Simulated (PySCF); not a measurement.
Working out the ionisation energy of Zr⁺

Zr⁺ [Kr] 4d2 5s1 (4F) → Zr²⁺ [Kr] 4d2 (3F). All numbers are calculated (PySCF 2.14, scalar relativity by spin-free X2C-1e, in aug-cc-pVTZ-DK). Frozen: [Kr]. Energies in hartree (1 hartree = 27.21139 eV):

```
            part   Zr⁺ (lower)  Zr²⁺ (upper)
             UHF  -3595.900724  -3595.449475
CCSD correlation     -0.015962     -0.004787
             (T)     -0.000149      0.000000
```

What does Hartree-Fock give?

(-3595.449475) − (-3595.900724) = 0.451249 hartree = 12.279 eV.

What do CCSD and CCSD(T) give?

The CCSD correlation energies differ by 0.011175 hartree = 0.304 eV and the triples by 0.000149 hartree = 0.004 eV, so CCSD gives 12.583 eV and CCSD(T) 12.587 eV.

A first-order spin-orbit estimate adds -0.010 eV to CCSD(T) (valence), giving 12.577 eV against 13.13 eV (measured; NIST Atomic Spectra Database, ionization energies).

What remains against the reference includes basis incompleteness, the frozen core and higher excitations.
